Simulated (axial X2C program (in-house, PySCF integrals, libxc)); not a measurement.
## Outer orbitals of PI at 2.387 Å, PBE0

All values were computed with an axial X2C code built on PySCF integrals. Spin-free means the one-electron spin-free X2C Hamiltonian; two-component (2c) means X2C with spin–orbit coupling and atomic mean-field two-electron Coulomb and Gaunt terms, so the difference of the two also holds small scalar two-electron terms. Basis: I dyall-cv3z [11s12p8d4f1g], P dyall-v3z [8s7p2d1f] (cores contracted in-house); Gaussian nuclei, density fitting, unrestricted open shells. Masses: I 126.904 u, P 30.974 u.

The distance is close to the 2c PBE0 minimum; the highest filled and lowest empty levels are listed.

Spin-free orbitals, state M_S = 1, Λ = 0 (beyond evenly filled blocks: π+α, π-α) (Löwdin shares):

```json
{"symmetry": "σα", "occupied": "yes", "ε (eV)": "-20.52", "atomic character": "68% I s, 20% P s, 7% P p"}
{"symmetry": "σβ", "occupied": "yes", "ε (eV)": "-20.12", "atomic character": "76% I s, 12% P s, 8% P p"}
{"symmetry": "σα", "occupied": "yes", "ε (eV)": "-16.39", "atomic character": "62% P s, 19% I s, 14% I p"}
{"symmetry": "σβ", "occupied": "yes", "ε (eV)": "-14.56", "atomic character": "63% P s, 21% I p, 12% I s"}
{"symmetry": "σα", "occupied": "yes", "ε (eV)": "-9.70", "atomic character": "47% I p, 40% P p, 8% P s"}
{"symmetry": "σβ", "occupied": "yes", "ε (eV)": "-9.19", "atomic character": "43% I p, 39% P p, 14% P s"}
{"symmetry": "π-α", "occupied": "yes", "ε (eV)": "-9.15", "atomic character": "62% I p, 36% P p"}
{"symmetry": "π+α", "occupied": "yes", "ε (eV)": "-9.15", "atomic character": "62% I p, 36% P p"}
{"symmetry": "π+β", "occupied": "yes", "ε (eV)": "-8.37", "atomic character": "86% I p, 10% P p, 2% P d"}
{"symmetry": "π-β", "occupied": "yes", "ε (eV)": "-8.37", "atomic character": "86% I p, 10% P p, 2% P d"}
{"symmetry": "π+α", "occupied": "yes", "ε (eV)": "-6.74", "atomic character": "60% P p, 35% I p, 2% I d"}
{"symmetry": "π-α", "occupied": "yes", "ε (eV)": "-6.74", "atomic character": "60% P p, 35% I p, 2% I d"}
{"symmetry": "π-β", "occupied": "no", "ε (eV)": "-3.03", "atomic character": "84% P p, 11% I p, 5% I d"}
{"symmetry": "π+β", "occupied": "no", "ε (eV)": "-3.03", "atomic character": "84% P p, 11% I p, 5% I d"}
{"symmetry": "σα", "occupied": "no", "ε (eV)": "-1.71", "atomic character": "40% P p, 28% I p, 14% I d"}
{"symmetry": "σβ", "occupied": "no", "ε (eV)": "-1.22", "atomic character": "40% P p, 26% I p, 16% I d"}
```

Spinors with spin–orbit coupling (state Ω = 1):

| ω | occupied | ε (eV) | atomic character | λ mixture |
| --- | --- | --- | --- | --- |
| 1/2 | yes | -20.53 | 69% I s, 20% P s, 7% P p | 100% σ |
| -1/2 | yes | -20.13 | 76% I s, 12% P s, 8% P p | 100% σ |
| 1/2 | yes | -16.37 | 62% P s, 19% I s, 14% I p | 100% σ |
| -1/2 | yes | -14.56 | 62% P s, 21% I p, 12% I s | 100% σ |
| 1/2 | yes | -9.82 | 52% I p, 35% P p, 8% P s | 91% σ, 9% π |
| -1/2 | yes | -9.61 | 63% I p, 28% P p, 6% P s | 64% π, 36% σ |
| -1/2 | yes | -8.98 | 47% I p, 41% P p, 8% P s | 63% σ, 37% π |
| 3/2 | yes | -8.95 | 56% I p, 42% P p | 100% π |
| 1/2 | yes | -8.59 | 82% I p, 14% P p, 2% P d | 90% π, 10% σ |
| -3/2 | yes | -8.08 | 84% I p, 12% P p, 2% P d | 100% π |
| -1/2 | yes | -6.85 | 66% P p, 30% I p, 3% I d | 99% π, 1% σ |
| 3/2 | yes | -6.58 | 55% P p, 41% I p, 2% I d | 100% π |
| 1/2 | no | -3.06 | 85% P p, 9% I p, 5% I d | 100% π |
| -3/2 | no | -2.97 | 82% P p, 12% I p, 5% I d | 100% π |
| 1/2 | no | -1.70 | 39% P p, 29% I p, 14% I d | 100% σ, 0% π |
| -1/2 | no | -1.21 | 40% P p, 26% I p, 16% I d | 100% σ |

Problem. How does the gap between the highest filled and lowest empty level change from the spin-free to the 2c table?

Solution. From 3.71 to 3.52 eV at PBE0, a change of -0.19 eV.

Mulliken charges and populations of the two-component result (they depend on the basis, above all on diffuse functions):

I 0.03 e (s 9.95 p 22.95 d 20.06 f 0.01), P -0.03 e (s 5.96 p 8.97 d 0.09 f 0.01). ⟨Lz⟩ = 0.00 ħ and ⟨Sz⟩ = 1.00 ħ (0.08 and 0.92 on the two atoms), which add up to Ω.

Occupations by symmetry block were frozen at the best pattern of an incomplete PBE0 search. Density functionals use the spin component along the axis (collinear). Other states lie close and PBE0, whose exact exchange favours high spin, may order them wrongly; the determinant shown need not be the ground state. The nearest other spin-free determinant of the search, M_S = 0, Λ = 2, lies 0.89 eV up at the distance of the search. With several unpaired electrons one determinant need not be a pure state. Open-shell Ω = 0 determinants with evenly filled partner blocks cannot be reached by this program, so the Ω shown need not be the lowest component. This is the Ω = 1 component of a π² triplet; the 0⁺ component is not one determinant and can lie lowest.
